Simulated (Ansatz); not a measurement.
`C#[C][GeH]([F])[F]` + H₂ → `C#[C][GeH2][F]` + H–F  (hydrogenolysis of a Ge–F bond)

Program: Ansatz. Geometries: PBE0-D4/def2-TZVP. ΔE: electronic, gas phase. CCSD(T)/CBS adds triple-zeta CCSD(T) − MP2 to the extrapolated MP2 energy (def2 sets, frozen cores). This one scheme is used for every species. Functionals use def2-TZVPP. For Ge outer-core shells are correlated without core-valence functions, which leaves a few kJ/mol of doubt a bond. Scalar relativity is left out up to krypton.

Task: Is it downhill or uphill in electronic energy at CCSD(T)/CBS, and by how much? (An estimate is asked.)

Result: The calculation gave: Uphill: ΔE = +45.3 kJ/mol.

Task: What do these levels give: B97M-V, CAM-B3LYP-D4, B2PLYP, HF/def2-SVP, CCSD(T)/def2-SVP, MP2/def2-QZVPP? (Estimate.)

Result: Computed: B97M-V 54.7, CAM-B3LYP-D4 52.1, B2PLYP 52.4, HF/def2-SVP 42.9, CCSD(T)/def2-SVP 53.4, MP2/def2-QZVPP 50.5 kJ/mol.

Task: What do rigid-rotor, harmonic-oscillator terms from PBE0-D4/def2-TZVP frequencies (298.15 K, 1 bar) make of the CCSD(T)/CBS value? (Best estimate.)

Result: Computed: ΔZPE = +12.3 kJ/mol, ΔH = +55.3 kJ/mol, ΔS = 22 J/(mol·K), ΔG = +48.8 kJ/mol.

Largest T1 diagnostic among the species: 0.013.

From PBE to PBE0 (25 % exact exchange), in def2-TZVPP and without D4, ΔE moves by −4.5 kJ/mol. At CCSD(T), def2-SVP lies +8.1 kJ/mol from the extrapolated value and def2-TZVPP +3.7 kJ/mol. Leaving LDA and LC-ωPBE aside and taking each functional with its dispersion term where it has one, the values, not all of them listed here, spread over 14.2 kJ/mol, from HSE06-D4 to r2SCAN-D4. LDA lies −4.7 kJ/mol from PBE without D4.
